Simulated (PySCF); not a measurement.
NO₂ (SMILES [O]N=O), doublet, at a GFN2-xTB geometry; CCSD(T)/cc-pVDZ run with PySCF.

Here is a job for PySCF.
```python
from pyscf import gto, scf, cc

mol = gto.M(
    atom='''
N     0.026347   -0.000992    0.293946
O     0.010462    1.102036   -0.126856
O    -0.033516   -1.101168   -0.130347
''',
    basis='cc-pvdz',
    charge=0,
    spin=1,
    verbose=4,
)

mf = scf.UHF(mol)
mf.kernel()

mycc = cc.CCSD(mf, frozen=3)
mycc.kernel()
et = mycc.ccsd_t()
print('E(CCSD(T)) = %.10f' % (mycc.e_tot + et))
```

**Question.** What does PySCF print? Leave out banner, timings and long lists.

**Answer.** 
```
PySCF version 2.14.0

[INPUT] verbose = 4
[INPUT] num. atoms = 3
[INPUT] num. electrons = 23
[INPUT] charge = 0
[INPUT] spin (= nelec alpha-beta = 2S) = 1
[INPUT] symmetry False subgroup None
[INPUT] Mole.unit = angstrom
[INPUT] Symbol           X                Y                Z      unit          X                Y                Z       unit  Magmom
[INPUT]  1 N      0.026347000000  -0.000992000000   0.293946000000 AA    0.049788614204  -0.001874608316   0.555477435411 Bohr   0.0
[INPUT]  2 O      0.010462000000   1.102036000000  -0.126856000000 AA    0.019770314715   2.082546219411  -0.239723097258 Bohr   0.0
[INPUT]  3 O     -0.033516000000  -1.101168000000  -0.130347000000 AA   -0.063336060791  -2.080905937135  -0.246320131159 Bohr   0.0

nuclear repulsion = 65.566999896119
number of shells = 15
number of NR pGTOs = 78
number of NR cGTOs = 42
basis = cc-pvdz
ecp = {}

******** <class 'pyscf.scf.uhf.UHF'> ********
method = UHF
initial guess = minao
damping factor = 0
level_shift factor = 0
DIIS = <class 'pyscf.scf.diis.CDIIS'>
diis_start_cycle = 1
diis_space = 8
diis_damp = 0
SCF conv_tol = 1e-09
SCF conv_tol_grad = None
SCF max_cycles = 50
direct_scf = True
direct_scf_tol = 1e-13
number electrons alpha = 12  beta = 11
Set gradient conv threshold to 3.16228e-05
init E= -204.676105810294

cycle= 1 E= -203.890365141887  delta_E= 0.786  |g|= 0.65  |ddm|=  1.7
cycle= 2 E= -203.95984056745  delta_E= -0.0695  |g|= 0.509  |ddm|= 0.678
cycle= 3 E= -204.049135264082  delta_E= -0.0893  |g|= 0.0485  |ddm|= 0.279
cycle= 4 E= -204.050539744505  delta_E= -0.0014  |g|= 0.0166  |ddm|= 0.0642
cycle= 5 E= -204.050814076298  delta_E= -0.000274  |g|= 0.00495  |ddm|= 0.0399
cycle= 6 E= -204.050847361057  delta_E= -3.33e-05  |g|= 0.00209  |ddm|= 0.0126
cycle= 7 E= -204.050855089576  delta_E= -7.73e-06  |g|= 0.00108  |ddm|= 0.0045
cycle= 8 E= -204.050858147293  delta_E= -3.06e-06  |g|= 0.000517  |ddm|= 0.00266
cycle= 9 E= -204.050859074778  delta_E= -9.27e-07  |g|= 0.000222  |ddm|= 0.0016
cycle= 10 E= -204.050859255007  delta_E= -1.8e-07  |g|= 7.4e-05  |ddm|= 0.000776
cycle= 11 E= -204.050859271881  delta_E= -1.69e-08  |g|= 2.57e-05  |ddm|= 0.000267
cycle= 12 E= -204.050859272511  delta_E= -6.3e-10  |g|= 1.52e-05  |ddm|= 4.36e-05
Extra cycle  E= -204.050859272621  delta_E= -1.11e-10  |g|= 1.29e-05  |ddm|= 2.03e-05
converged SCF energy = -204.050859272621  <S^2> = 0.7668489  2S+1 = 2.0167785

******** <class 'pyscf.cc.uccsd.UCCSD'> ********
CC2 = 0
CCSD nocc = (np.int64(9), np.int64(8)), nmo = (39, 39)
frozen orbitals 3
max_cycle = 50
direct = 0
conv_tol = 1e-07
conv_tol_normt = 1e-06
diis_space = 6
diis_start_cycle = 0
diis_start_energy_diff = 1e+09
Init t2, MP2 energy = -0.535247487992956
Init E_corr(UCCSD) = -0.535247488086845
cycle = 1  E_corr(UCCSD) = -0.501571699231567  dE = 0.0336757889  norm(t1,t2) = 0.135416
cycle = 2  E_corr(UCCSD) = -0.529427845138713  dE = -0.0278561459  norm(t1,t2) = 0.0492084
cycle = 3  E_corr(UCCSD) = -0.525597202002262  dE = 0.00383064314  norm(t1,t2) = 0.0305944
cycle = 4  E_corr(UCCSD) = -0.528159987275552  dE = -0.00256278527  norm(t1,t2) = 0.0104032
cycle = 5  E_corr(UCCSD) = -0.528373090293801  dE = -0.000213103018  norm(t1,t2) = 0.00222456
cycle = 6  E_corr(UCCSD) = -0.528174970669457  dE = 0.000198119624  norm(t1,t2) = 0.000896134
cycle = 7  E_corr(UCCSD) = -0.528176104657359  dE = -1.1339879e-06  norm(t1,t2) = 0.000316876
cycle = 8  E_corr(UCCSD) = -0.528201558245805  dE = -2.54535884e-05  norm(t1,t2) = 0.000107723
cycle = 9  E_corr(UCCSD) = -0.528197489376586  dE = 4.06886922e-06  norm(t1,t2) = 4.35535e-05
cycle = 10  E_corr(UCCSD) = -0.528197685945861  dE = -1.96569275e-07  norm(t1,t2) = 1.31892e-05
cycle = 11  E_corr(UCCSD) = -0.528197229304742  dE = 4.56641119e-07  norm(t1,t2) = 3.8359e-06
cycle = 12  E_corr(UCCSD) = -0.528197103826783  dE = 1.25477959e-07  norm(t1,t2) = 1.57974e-06
cycle = 13  E_corr(UCCSD) = -0.528197074332709  dE = 2.94940747e-08  norm(t1,t2) = 6.87175e-07
UCCSD converged
E(UCCSD) = -204.5790563469538  E_corr = -0.5281970743327086
UCCSD(T) correction = -0.0227551849269689
E(CCSD(T)) = -204.6018115319
```
